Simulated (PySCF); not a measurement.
## Electronic absorption of C3H8O3Si2

Compound: C₃H₈O₃Si₂.
SMILES: `O[Si@@](OC=C)(C=O)[SiH3]`

Method: TDDFT PBE0/def2-SVPD, vertical, gas phase, core orbitals frozen in the response in PySCF 2.14.0, density-fitted response routines. The structure is a single GFN2-xTB conformer in the gas phase; no vibrational or solvent corrections. Torsions of this conformer, `[CH2:1]=[CH:2][O:3][Si@@:4]([OH:5])([SiH3:6])[CH:7]=[O:8]`: C1–C2–O3–Si4 5°, C2–O3–Si4–O5 -68°, O3–Si4–C7–O8 165°, H–O5–Si4–O3 -154°.

```csv
state,λ (nm),E (eV),f,"main configurations (H = HOMO, L = LUMO)"
S1,406.3,3.05,0.0048,H→L (93%)
S2,276.4,4.49,0.023,H-1→L (96%)
S3,234.0,5.30,0.0086,H→L+1 (94%)
S4,221.3,5.60,0.026,H-2→L (90%)
S5,213.4,5.81,0.023,H-1→L+1 (94%)
S6,204.8,6.05,0.021,H→L+2 (88%)
S7,195.1,6.36,0.0027,H-1→L+2 (89%)
S8,194.6,6.37,0.023,"H→L+3 (76%), H→L+4 (14%)"
```

Triplets (Tamm–Dancoff): T1 2.33 eV, H→L (91%); T2 4.18 eV, H-1→L (57%), H-1→L+4 (19%), H-1→L+3 (9%); T3 4.60 eV, H-1→L (37%), H-1→L+4 (23%), H-1→L+1 (13%).

The lowest singlet lies at 3.05 eV (406 nm, visible) and is very weak; its leading configuration is HOMO→LUMO (93%). The most intense listed level is S4 at 5.60 eV (221 nm, f = 0.026), 2.55 eV above S1. Löwdin shares by element: HOMO oxygen 42% or more, carbon 20% or more, silicon 11% or more, hydrogen 9% or more (atoms not listed hold the other 19%); LUMO carbon 37% or more, oxygen 30% or more, silicon 18%. Weighted by f, the mean energy of these states is 5.55 eV. Of the 8 states listed, 5 reach f = 0.01 and none stays under 0.0005. The oscillator strengths of these states sum to 0.133; summed over the whole spectrum of an exact calculation they would give the number of electrons, 78 (Thomas–Reiche–Kuhn). S1 lies in the visible range (380 to 750 nm), at 406 nm, f = 0.0048; light of that wavelength is violet, and its complementary colour is yellow-green; a Tamm–Dancoff triplet lies at 533 nm, without intensity as long as spin–orbit coupling is left out. Singlets were solved by full linear response, triplets in the Tamm–Dancoff approximation.

On an Arm Neoverse V1 with one thread, no GPU, shared host with 64 logical CPUs at a one-minute load of 31, this took 58 s of wall time (with the writing of density and orbital grids) and 1.0 GiB of memory at its peak.
